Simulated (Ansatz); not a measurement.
`C[CH2][Cd][F]` + `OC(F)[TeH]` → `COC(F)[TeH]` + `[CH3][Cd][F]` at 500 K and 1 bar (substitution at a C–C bond).

Computed with Ansatz on PBE0-D4/def2-TZVP structures; ΔE is electronic, products minus reactants. CCSD(T)/CBS adds triple-zeta CCSD(T) − MP2 to the extrapolated MP2 energy (def2 sets, frozen cores). def2 core potentials past Kr. For Cd, Te outer-core shells are correlated without core-valence functions, which leaves a few kJ/mol of doubt a bond. One conformer a species, not always the lowest.

```json
{"species": "`C[CH2][Cd][F]`", "CCSD(T)/CBS energy (Eh)": "-346.63236", "H − E (kJ/mol)": "212.9", "S (J/(mol·K))": "382.7"}
{"species": "`OC(F)[TeH]`", "CCSD(T)/CBS energy (Eh)": "-482.52376", "H − E (kJ/mol)": "143.3", "S (J/(mol·K))": "368.3"}
{"species": "`COC(F)[TeH]`", "CCSD(T)/CBS energy (Eh)": "-521.76601", "H − E (kJ/mol)": "225.0", "S (J/(mol·K))": "419.3"}
{"species": "`[CH3][Cd][F]`", "CCSD(T)/CBS energy (Eh)": "-307.37791", "H − E (kJ/mol)": "128.0", "S (J/(mol·K))": "326.7"}
```

H − E and S are ideal-gas, rigid-rotor, harmonic terms from PBE0-D4/def2-TZVP, for one conformer and one mirror image of each species. 1 Eh = 2625.50 kJ/mol, R = 8.31446 J/(mol·K).

Task: By hand: ΔE, ΔH, ΔS and ΔG.

Result: ΔE = (-521.76601) + (-307.37791) − (-346.63236) − (-482.52376) = 0.01220 Eh = 32.0 kJ/mol. Δ(H − E) = 225.0 + 128.0 − 212.9 − 143.3 = -3.2, so ΔH = 28.8 kJ/mol. ΔS = 419.3 + 326.7 − 382.7 − 368.3 = -5.0 J/(mol·K). ΔG = 28.8 − 500 × (-5.0)/1000 = 31.3 kJ/mol.

Task: By hand: the equilibrium constant, and the temperature at which ΔG would vanish if ΔH and ΔS stayed fixed.

Result: log₁₀ K = −ΔG/(RT ln 10) = -3.3. ΔH and −TΔS have one sign here, so there is no such temperature. One of them is within its doubt of zero, so this could turn.

The number of gas molecules stays the same, so ΔS is small and ΔH decides. A doubt of 5 kJ/mol in ΔE shifts log₁₀ K by 0.5 here. Other conformers and mirror images would add mixing entropy, several J/(mol·K) or more a flexible species. These are equilibria of isolated gas molecules and say nothing of rates. Largest T1 diagnostic: 0.014 (customary marks: 0.02 for closed shells, 0.045 for open ones).
